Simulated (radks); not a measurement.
Results of a calculation; reference values are marked as such.
The argon ion Ar+ inside a hard spherical wall (all orbitals vanish at R), configuration held at [Ne] 3s2 3p5 and not refilled when levels cross. Level of theory: scalar-relativistic Kohn-Sham, LDA (Slater exchange, Perdew-Wang correlation), spin-unpolarised, spherical densities, point nucleus (a radial shooting solver on a logarithmic mesh with Libxc functionals). Eigenvalues in eV, with the zero of energy where the potential of the charges vanishes at infinity; a dash marks a level that is unbound or too diffuse for the functional's potential to be trusted. A positive occupied level is held by the wall or, in an anion where self-interaction has pushed it up, behind a barrier. The pressure on the wall is -dE/dV.

[
 {"R (bohr)": "free", "E (hartree)": "-527.21545", "kinetic (hartree)": "529.616", "e(2s)": "-309.83", "e(2p)": "-243.78", "e(3s)": "-36.634", "e(3p)": "-22.205", "e(4s, empty)": "-5.873", "e(3d, empty)": "-4.022", "pressure (GPa)": "0"},
 {"R (bohr)": "20", "E (hartree)": "-527.21545", "kinetic (hartree)": "529.616", "e(2s)": "-309.83", "e(2p)": "-243.78", "e(3s)": "-36.634", "e(3p)": "-22.205", "e(4s, empty)": "-5.873", "e(3d, empty)": "-4.022", "pressure (GPa)": "< 0.0001"},
 {"R (bohr)": "12", "E (hartree)": "-527.21545", "kinetic (hartree)": "529.616", "e(2s)": "-309.83", "e(2p)": "-243.78", "e(3s)": "-36.634", "e(3p)": "-22.205", "e(4s, empty)": "-5.868", "e(3d, empty)": "-4.018", "pressure (GPa)": "< 0.0001"},
 {"R (bohr)": "8", "E (hartree)": "-527.21545", "kinetic (hartree)": "529.616", "e(2s)": "-309.83", "e(2p)": "-243.78", "e(3s)": "-36.634", "e(3p)": "-22.204", "e(4s, empty)": "-5.620", "e(3d, empty)": "-3.917", "pressure (GPa)": "0.000424"},
 {"R (bohr)": "3.5", "E (hartree)": "-527.06382", "kinetic (hartree)": "530.645", "e(2s)": "-306.28", "e(2p)": "-240.18", "e(3s)": "-34.209", "e(3p)": "-19.473", "e(4s, empty)": "15.032", "e(3d, empty)": "2.017", "pressure (GPa)": "64.9"},
 {"R (bohr)": "3", "E (hartree)": "-526.74876", "kinetic (hartree)": "532.304", "e(2s)": "-301.74", "e(2p)": "-235.55", "e(3s)": "-30.992", "e(3p)": "-15.755", "e(4s, empty)": "32.591", "e(3d, empty)": "7.203", "pressure (GPa)": "275"},
 {"R (bohr)": "2.5", "E (hartree)": "-525.75085", "kinetic (hartree)": "536.622", "e(2s)": "-292.01", "e(2p)": "-225.60", "e(3s)": "-23.238", "e(3p)": "-6.877", "e(4s, empty)": "69.044", "e(3d, empty)": "17.970", "pressure (GPa)": "1270"},
 {"R (bohr)": "2", "E (hartree)": "-522.41597", "kinetic (hartree)": "548.260", "e(2s)": "-271.75", "e(2p)": "-204.71", "e(3s)": "-2.603", "e(3p)": "15.872", "e(4s, empty)": "152.10", "e(3d, empty)": "41.830", "pressure (GPa)": "6870"}
]
